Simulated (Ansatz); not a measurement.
The cluster Be₂O₂⁺. Total charge 1; doublet. Geometry B3LYP-D4/def2-TZVP, that of the neutral singlet; atoms count from 1.

Cartesian coordinates in Å:
```
Be -0.3345 0.6130 0.5133
Be 0.3347 -0.6132 -0.5130
O 0.9630 0.6915 -0.1981
O -0.9632 -0.6914 0.1978
```

The structure comes from a short search, and lower isomers may exist.

(1) Estimate the Mulliken populations from the PBE0/def2-TZVP orbitals of Ansatz.

(2) Where does the spin sit?

(3) And the Mayer bond orders between bonded heavy atoms (over 0.3)?

## Answers

(1) 
| atom | charge (e) | spin (α − β) |
| --- | --- | --- |
| Be1 | 0.50 | -0.10 |
| Be2 | 0.50 | -0.10 |
| O3 | 0.00 | 0.60 |
| O4 | 0.00 | 0.60 |
Mulliken values and Mayer orders depend strongly on the basis.

(2) Summed by element: Be -0.20, O 1.20, of 1 unpaired in all. Largest on single atoms: O3 0.60, O4 0.60, Be1 -0.10.

(3) Be1–Be2 0.31 (1.73 Å); Be1–O3 1.03 (1.48 Å); Be1–O4 1.03 (1.48 Å); Be2–O3 1.03 (1.48 Å); Be2–O4 1.03 (1.48 Å).
